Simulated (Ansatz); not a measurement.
The inner images of a band of ClH + FH4NSi (9 atoms, charge 0, multiplicity 1) are given out of order.

The calculation used RKS B3LYP/def2-SVP in Ansatz.

Image 0:

```xyz
9
Properties=species:S:1:pos:R:3
Si 0.399 -0.716 0.630
F 1.544 -0.073 -0.382
H 0.732 -2.155 0.746
H 0.540 0.043 1.894
N -1.188 -0.568 0.015
H 0.957 1.656 -1.026
Cl 0.164 2.683 -1.101
H -1.541 -1.221 -0.678
H -1.608 0.352 -0.098
```

Image 6:

```xyz
9
Properties=species:S:1:pos:R:3
Si -0.097 -0.203 0.155
F 2.871 0.798 0.002
H 0.753 -1.290 -0.374
H 0.296 0.338 1.473
N -1.712 -0.767 0.255
H 2.279 1.259 -0.555
Cl 0.154 1.420 -1.215
H -2.123 -1.320 -0.491
H -2.421 -0.234 0.751
```

Task: Put them in order from the first end to the last, with their energies above the first end.
A.
```xyz
9
Properties=species:S:1:pos:R:3
Si 0.221 -0.244 0.445
F 1.897 0.205 -0.654
H 0.788 -1.620 0.336
H 0.561 0.284 1.782
N -1.375 -0.538 -0.073
H 1.533 1.138 -0.802
Cl 0.075 2.052 -0.369
H -1.656 -1.467 -0.369
H -2.043 0.191 -0.298
```
B.
```xyz
9
Properties=species:S:1:pos:R:3
Si 0.352 -0.432 0.441
F 1.685 0.011 -0.570
H 0.749 -1.839 0.490
H 0.582 0.315 1.698
N -1.279 -0.524 -0.081
H 1.264 1.413 -0.802
Cl 0.228 2.263 -0.556
H -1.640 -1.433 -0.355
H -1.940 0.225 -0.265
```
C.
```xyz
9
Properties=species:S:1:pos:R:3
Si -0.130 -0.109 0.378
F 2.912 0.539 -0.474
H 0.830 -1.115 -0.119
H 0.127 0.337 1.766
N -1.702 -0.766 0.192
H 2.238 1.105 -0.787
Cl 0.123 1.671 -0.779
H -1.862 -1.442 -0.549
H -2.537 -0.218 0.372
```
D.
```xyz
9
Properties=species:S:1:pos:R:3
Si -0.019 -0.143 0.500
F 2.502 0.379 -0.734
H 0.853 -1.269 0.092
H 0.295 0.229 1.899
N -1.600 -0.646 0.085
H 1.925 1.110 -0.861
Cl 0.071 1.825 -0.408
H -1.720 -1.521 -0.413
H -2.308 0.037 -0.160
```
E.
```xyz
9
Properties=species:S:1:pos:R:3
Si 0.384 -0.620 0.524
F 1.535 -0.114 -0.566
H 0.728 -2.038 0.758
H 0.578 0.271 1.689
N -1.221 -0.584 -0.051
H 1.102 1.613 -0.888
Cl 0.270 2.606 -0.736
H -1.634 -1.400 -0.489
H -1.743 0.266 -0.241
```

Result: E (+4.8 kJ/mol), B (+61.6 kJ/mol), A (+140.1 kJ/mol), D (+86.6 kJ/mol), C (+56.1 kJ/mol).

Run time: 4 min on 2 threads of Arm Neoverse V1 (shared host), peak memory 0.18 GiB.
